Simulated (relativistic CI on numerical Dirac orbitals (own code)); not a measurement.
## What each ingredient does to the levels of Rh XL

Base calculation: Dirac-Coulomb-Breit CI, orbitals from a KLI potential per configuration, QED by a radiative potential, unscaled Slater integrals.

Configurations in the expansion (outside the closed core 1s2): 2s²2p², 2s2p³, 2p⁴, 2p³3s, 2p³3p, 2p³3d, 2s²2p3s, 2s²2p3p, 2s²2p3d, 2s2p²3s, 2s2p²3p, 2s2p²3d, 2s²2p4s, 2s²2p4p, 2s²2p4d, 2s²2p4f. Levels of other configurations are missing.

The lowest level and the first level of each name with at least 55 % of one term (blank where a level has no safe partner in the second run):

| Level | Base (eV) | Shift (eV) |
| --- | --- | --- |
| 2s²2p² ³P0 | 0.00 | 0.00 |
| 2s²2p² ³P1 | 143.17 | -1.34 |
| 2s²2p² ¹D2 | 156.66 | -1.33 |
| 2s²2p² ³P2 | 309.32 | +0.38 |
| 2s²2p² ¹S0 | 341.13 | +4.45 |
| 2s2p³ ³D°3 | 448.90 | -3.45 |
| 2s2p³ ³P°0 | 477.63 | -3.70 |
| 2s2p³ ¹D°2 | 498.64 | -3.12 |
| 2p⁴ ³P2 | 656.74 | -7.05 |
| 2p⁴ ³P1 | 807.08 | -5.43 |
| 2p⁴ ¹D2 | 822.01 | -5.20 |
| 2p⁴ ³P0 | 991.22 | -8.11 |
| 2s²2p3s ³P°0 | 3336.98 | +2.61 |
| 2s²2p3s ³P°1 | 3339.35 | +2.36 |
| 2s²2p3p ³D1 | 3381.61 | +1.99 |
| 2s²2p3p ³P0 | 3404.48 | +2.73 |
| 2s²2p3p ³D2 | 3437.00 | +1.94 |
| 2s2p²3s ⁵P1 | 3467.53 | -6.93 |
| 2s²2p3d ³F°2 | 3475.21 | +0.71 |
| 2s2p²3s ³P0 | 3484.41 | -3.90 |
| 2s²2p3s ¹P°1 | 3502.61 | +4.73 |
| 2s2p²3p ⁵D°0 | 3511.22 | -4.22 |

At this charge energies of transitions that change n are usually good to better than 1 %, and those within a shell (Δn = 0) to a few per cent.

Q: One thing was changed in a second run, which moved the levels as shown. Which?
A. configuration mixing switched off
B. valence Slater integrals scaled by 0.9
C. Breit term removed
D. QED terms removed

A: A. Configuration mixing switched off. Without mixing, levels that were pushed by configurations of the same parity and J return to their single-configuration places.

LS names give the leading component of a level, which can be under half, so a name can repeat, a term be missing and a line seem to break the LS rules.
